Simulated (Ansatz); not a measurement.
One change: `[SH][Zr]([SH])([SH])[Cl]` becomes `[SH][Ti]([SH])([SH])[Cl]`.

Ansatz, PBE0-D4/def2-TZVP geometries, multiplicity 1. Each molecule was computed in one conformer, which needn't be the lowest.

Elements past krypton have def2 core potentials. Scalar relativity is left out up to krypton.

```
                                          property  `[SH][Zr]([SH])([SH])[Cl]`
size of the dipole moment (ωB97M-V/def2-TZVPP) / D                        1.17
                LUMO energy (PBE0/def2-TZVPP) / eV                       -2.45
           HOMO–LUMO gap (ωB97M-V/def2-TZVPP) / eV                        9.70
              HOMO–LUMO gap (PBE0/def2-TZVPP) / eV                        5.55
                HOMO energy (PBE0/def2-TZVPP) / eV                       -8.00
    size of the dipole moment (PBE/def2-TZVPP) / D                        1.22
```

Question: Give the same properties after the change, and the shifts. (Estimate.)

Answer: Ansatz gave: 
```csv
property,`[SH][Ti]([SH])([SH])[Cl]`,shift
size of the dipole moment (ωB97M-V/def2-TZVPP) / D,0.92,-0.25
LUMO energy (PBE0/def2-TZVPP) / eV,-3.13,-0.68
HOMO–LUMO gap (ωB97M-V/def2-TZVPP) / eV,9.11,-0.59
HOMO–LUMO gap (PBE0/def2-TZVPP) / eV,4.87,-0.68
HOMO energy (PBE0/def2-TZVPP) / eV,-8.00,0.00
size of the dipole moment (PBE/def2-TZVPP) / D,0.90,-0.32
```

Dipoles are sizes alone; their direction can turn.
